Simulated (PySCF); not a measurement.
# Levels of Sb(38+) from EOM-EA-GCCSD

Reference: closed-shell Sb(39+), [Ne] 3s2; one electron is added. Calculated with PySCF 2.14, two-component X2C-1e with screened spin-orbit coupling, an even-tempered Gaussian basis (18 s from 2.8 bohr⁻², ratio 2.6; 14 p from 3.6 bohr⁻², ratio 2.6; 6 d from 3.7 bohr⁻², ratio 2.8; 4 f from 53 bohr⁻², ratio 2.8); frozen 1s2; the 54 highest virtual spinors dropped; of the others 56 kept and the rest restored at second order. No Breit or QED terms. Binding energies in eV.

```csv
level,Koopmans,second order,EOM-CCSD
3p1/2,2654.1,2656.1,2655.7
3p3/2,2589.2,2591.5,2591.5
3d3/2,2449.3,near a pole,2445.8
```

Electric-dipole lines between these computed levels:

```csv
lower,upper,ΔE (eV),vacuum wavelength (nm)
3p1/2,3d3/2,209.87,5.908
3p3/2,3d3/2,145.65,8.513
```

In EOM-CCSD the overlap with the one-orbital guess is low for 3d3/2 (weight 0.77). That can mean mixing with two-particle, one-hole states, where second order and EOM-CCSD lose accuracy, or only a rotation among the degenerate components of the shell; the terms of those configurations are not listed.

For comparison, the ionisation energy of Sb(38+) is 2654 ± 4 eV (theoretical estimate listed by NIST; NIST Atomic Spectra Database, ionization energies).

Only part of the computed levels is shown.
